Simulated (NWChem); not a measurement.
System: AlI₂ cation; SMILES [I][Al+][I]

Program: NWChem. Medium grid unless said otherwise, to which SCAN and Minnesota functionals are sensitive. Geometry: optimised at PBE0/def2-SVP. def2 effective core potentials on I; no spin-orbit coupling. Total energies of different functionals are on different scales.

```
level               energy (Ha)  highest occupied level (eV)  orbital gap (eV)
------------------  -----------  ---------------------------  ----------------
B3LYP/def2-SVP        -837.7744                       -13.06              4.81
PBE/def2-SVP          -837.4092                       -12.24              3.43
r2SCAN0/def2-SVP      -837.7178                       -13.59              5.61
M05-2X/def2-SVP       -837.4813                          ___               ___
M06-2X/def2-SVP       -837.3988                       -14.51              7.05
PW6B95/def2-SVP       -838.1700                       -13.37              5.33
M06-L/def2-SVP        -837.9030                       -12.27              3.90
CAM-B3LYP/def2-SVP    -837.5698                       -14.53              7.46
```

Question: What belongs in the gaps?

Answer: 
- M05-2X/def2-SVP, highest occupied level (eV): -14.81
- M05-2X/def2-SVP, orbital gap (eV): 7.25
